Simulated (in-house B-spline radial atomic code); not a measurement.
Computed with a B-spline radial atomic code. Model: two electrons, singlet ground state, non-relativistic, full CI in B-splines with partial waves to l = 8 (at full coupling up to 3e-4 hartree above the limit, correlation up to 0.6 % small), density held at that of full coupling by Lieb maximisation.

Along the adiabatic connection the electron repulsion is scaled by a coupling λ while a local potential keeps the density fixed. At λ = 0 the system is the Kohn-Sham one and W equals the exchange energy; the exchange-correlation energy is the area under W between 0 and 1. The kinetic energy rises with λ as the electrons avoid each other, with dT/dλ = −λ dW/dλ.

Command:
```bash
python run_ac.py task.json out
```
Settings (lengths in bohr, energies in hartree):
```
potential              ball
strength               1
lmax                   8
wall_radius            10.9
```

Cost of the run: 8 s on 1 thread of Intel(R) Xeon(R) Processor @ 2.30GHz, on a shared host.

**W = mean repulsion less Hartree energy, and W of three functionals.**

Given: confinement empty hard sphere; hard wall radius 10.9 bohr; external potential zero inside.

Computed: LDA exchange minus exact 16.624 millihartree; SCAN exchange minus exact -4.5534 millihartree.

| coupling | W xc (hartree) | W xc minus exchange (millihartree) | kinetic minus Kohn-Sham (millihartree) | LDA (PW92) W minus its exchange (millihartree) | PBE W minus its exchange (millihartree) | SCAN W minus its exchange (millihartree) |
| --- | --- | --- | --- | --- | --- | --- |
| 0 | -0.14512 | 0 | 0 | 0 | 0 | 0 |
| 0.02 | -0.14762 | -2.498 | 0.02 | -7.67 | -4.29 | -1.89 |
| 0.05 | -0.15103 | -5.91 | 0.14 | -14.34 | -8.88 | -4.46 |
| 0.12 | -0.15766 | -12.541 | 0.7 | -24.58 | -16.64 | -9.63 |
| 0.25 | -0.16638 | -21.264 | 2.27 | -36.47 | -26.36 | -17.09 |
| 0.4 | -0.17288 | -27.765 | 4.35 | -45.37 | -33.98 | -23.45 |
| 0.6 | -0.17839 | -33.27 | 7.06 | -53.46 | -41.1 | -29.6 |
| 0.8 | ? | ? | ? | ? | ? | ? |
| 1 | -0.18452 | -39.403 | 11.82 | -63.62 | -50.24 | -37.44 |
| 1.4 | ? | ? | ? | ? | ? | ? |
| 2 | -0.19101 | -45.889 | 21.01 | -76.4 | -61.97 | -46.48 |
| 3 | -0.19395 | -48.829 | 28.22 | -83.05 | -68.16 | -50.35 |
| 4.5 | -0.19641 | -51.289 | 37.26 | -89 | -73.73 | -53.17 |
| 7 | -0.19865 | -53.536 | 49.9 | -94.67 | -79.07 | -55.27 |
| 10 | -0.2002 | -55.082 | 62.84 | -98.65 | -82.83 | -56.42 |

What belongs in the row 0.8?

W xc (hartree): -0.18198; W xc minus exchange (millihartree): -36.862; kinetic minus Kohn-Sham (millihartree): 9.55; LDA (PW92) W minus its exchange (millihartree): -59.23; PBE W minus its exchange (millihartree): -46.26; SCAN W minus its exchange (millihartree): -34.06.

What belongs in the row 1.4?

W xc (hartree): -0.18793; W xc minus exchange (millihartree): -42.808; kinetic minus Kohn-Sham (millihartree): 15.85; LDA (PW92) W minus its exchange (millihartree): -70.02; PBE W minus its exchange (millihartree): -56.09; SCAN W minus its exchange (millihartree): -42.16.

What is the PBE exchange minus exact?

3.5714 millihartree.

**Energy parts, natural occupations and partial-wave weights.**

Computed: total energy 0.2092 hartree; exchange energy -0.14512 hartree; correlation energy -0.027582 hartree; kinetic part of the DFT correlation energy 0.011822 hartree; kinetic part over minus potential part 0.30002; Lieb Oxford ratio E_xc over LDA exchange 1.344.

| natural | occupation of the shell (electrons) |
| --- | --- |
| s | 1.6817 |
| p | 0.31444 |
| s | 0.0036202 |
| p | 7.6314e-05 |
| d | ? |
| f | 3.2148e-05 |

What belongs in the row d?

occupation of the shell (electrons): 5.994e-05.

```
wave      weight
   s     0.84268
   p           ?
   d  3.1601e-05
   f  1.7696e-05
   g  5.0676e-06
```

What belongs in the row p?

weight: 0.15726.

What is the Hartree energy?

0.29023 hartree.

What is the Kohn-Sham kinetic?

0.091635 hartree.

Half-way to full coupling W has made 77 % of its drop, against 50 % for a straight line, and second-order (GL2) theory, half the initial slope, overshoots the correlation energy by about 135 %: correlation is strong. Over couplings 0 to 1 the errors in E_xc come to about -1.3 millihartree for LDA, -3.4 millihartree for PBE, -1.3 millihartree for SCAN. In LDA and PBE and SCAN the errors of exchange and correlation have opposite signs, so the sum is smaller than the larger of the two.
